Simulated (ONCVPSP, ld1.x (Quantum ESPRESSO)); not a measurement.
Potentials for silver compared

Generated with ld1.x 7.5 (TM, RRKJ, ultrasoft, PAW), atompaw 4.2 or ONCVPSP 4.0.1. The cutoff is in Ry: for ld1.x and atompaw files where the sum of valence levels is converged to 10 mRy in a Bessel basis, for ONCV files where the hardest occupied wave has 1 mHa per electron of residual kinetic energy. The error is the largest all-electron minus pseudo excitation energy over each file’s own four to seven test configurations (ionisations up to +4, promotions, holes and added fractions of an electron), all of which were solved. The labels leave out finer settings (local radius, basis sizes, second energies), which also bear on the numbers. Spin-polarised tests are not counted. The rows are a selection from randomly drawn settings: files with unsolved tests, undetermined cutoffs or missed reference levels are left out.

A true bound ghost makes a file unfit for plane-wave use even where its test errors are small: the radial tests pick states by their node count and pass the ghost by.

| potential | cutoff (Ry) | largest error (meV) | bound ghosts |
| --- | --- | --- | --- |
| ONCV, PBE, fully relativistic, rc 1.65/1.40/1.90 (spd), local smoothed, core correction no, reference 4s2 4p6 4d10 5s1, qcut 6/10.2/8.3, projectors 2/2/2 | 65 | +25 | none |
| ONCV, PBE, scalar-relativistic, rc 0.95/1.35/1.60 (spd), local smoothed, core correction yes, reference 4s2 4p6 4d9, qcut 8.3/10.1/8.1, projectors 2/2/3 | 140 | -80 | none |
| ONCV, PBE, fully relativistic, rc 1.65/1.45/1.70 (spd), local smoothed, core correction no, reference 4s2 4p6 4d10 5s1, qcut 8.2/9.6/8.3, projectors 2/2/2 | 52 | +14 | none |
| ultrasoft, PBEsol, fully relativistic, rc 2.55/1.50/1.35/2.80 (spdf), local smoothed, core correction no, reference 4p6 4d10 5s1 5p0 | 60 | +25 | s |
| ONCV, BLYP, scalar-relativistic, rc 1.45/1.55/1.20 (spd), local smoothed, core correction yes, reference 4s2 4p6 4d10 5s1, qcut 8.2/8.1/7.4, projectors 2/2/2 | 102 | -2.2 | none |

Problem. Fill in the row for Ag: ONCV, PBEsol, scalar-relativistic, rc 2.65/1.45/1.85 (spd), local smoothed, core correction yes, reference 4p6 4d9 5s2, qcut 2/10.6/8.9, projectors 2/3/2.

Solution. cutoff 80 Ry, largest error -79 meV, bound ghosts: s.
